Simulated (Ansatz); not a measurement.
Job for Ansatz (an electronic-structure program): R-B97M-V/def2-TZVPPD on ClH3Si (SMILES [SiH3]Cl) with ghost functions. Files ending in .json are basis or fitting sets from the Basis Set Exchange.

Ansatz 0.2 input:
```yaml
crystal:
  periodic: [false, false, false]
  atoms:
    - {symbol: Si, position_ang: [0.04128378, 0.64051478, 3.82265477]}
    - {symbol: Cl, position_ang: [-0.40999953, -1.26877887, 3.12522449]}
    - {symbol: H, position_ang: [-0.05348074, 0.60113517, 5.29384472]}
    - {symbol: H, position_ang: [-0.94354843, 1.57546705, 3.25148283]}
    - {symbol: H, position_ang: [1.40952153, 0.96991602, 3.38698211]}
basis:
  gaussian:
    orbitals: def2-TZVPPD.json
    ghost_atoms:
      - {symbol: Cl, position_ang: [0.18137012, 0.42715245, -0.08155604]}
      - {symbol: H, position_ang: [-0.08917065, -0.45574490, 0.81766539]}
hamiltonian:
  xc: {name: B97M-V}
scf: {lower_state_search: off}
```

The log:

```
Functional definition: B97M-V
[...]
these checks for a lower state are left out or cut short: stability, starts, cluster_reference, orbital_swaps, neighbouring_geometries, increment
integrals: 0.17 GiB planned
1181 factors; their error is unknown
mean field: 1.03 GiB planned
mean field evaluation 1: about -20445.0714 eV, gradient 1.3e1 eV
mean field evaluation 2: about -20445.4177 eV, gradient 1.0e1 eV
mean field evaluation 4: about -20445.6503 eV, gradient 7.4e-1 eV
mean field evaluation 8: about -20445.6373 eV, gradient 2.5e-1 eV
mean field evaluation 16: about -20445.6373 eV, gradient 1.4e-5 eV
mean field -20445.63734125 eV, -751.3633137400 hartree, gradient 7.4e-6 eV, S^2 0.000000; 0 other end points of the search recorded, 0 dependent functions left out
reference -20445.63741798 eV, -751.3633165601 hartree; 17, 17 occupied and 201, 201 virtual orbitals, 1181 factors
Total energy: -20445.63741798 eV, -751.3633165601 hartree
Checks for a lower state left out: stability, starts, cluster_reference, orbital_swaps, neighbouring_geometries, increment
```

The calculation finished and met its thresholds.

Cost: roughly 11 core-seconds.
